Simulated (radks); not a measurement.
Excited configurations of N V: one electron is placed in a higher orbital outside [He]. The ground configuration is [He] 2s1. All-electron calculation, scalar-relativistic Kohn-Sham, BLYP, spin-polarised, spherical densities, finite nucleus; open shells are filled with parallel spins first; Fermi nuclear charge, rms radius 2.5582 fm. Program: a radial shooting solver on a logarithmic mesh with Libxc functionals. Excitation = E - E(ground); binding = E(ion) - E, where the ion is the core of charge +5; n* = 5/sqrt(2 binding) in atomic units, and the quantum defect is n - n*.

outer orbital  excitation (eV)  binding (eV)     n*  quantum defect  eigenvalue (eV)  <r> (bohr)
4p                      76.041        22.674  3.873           0.127          -20.644       4.357
4d                      76.724        21.991  3.933           0.067          -19.778       4.090
4f                      77.314        21.401  3.987           0.013          -18.901       3.562
6p                      88.472        10.243  5.763           0.237           -9.390       9.968
6d                      88.616        10.098  5.804           0.196           -9.192       9.741
7s                      90.931         7.784  6.610           0.390           -7.159       13.45

The Delta-SCF ionisation energy is 98.715 eV (NIST Atomic Spectra Database: 97.890 eV, measured). Self-interaction in the functional shifts the binding energies and quantum defects, so they are the method's values and not measured ones.
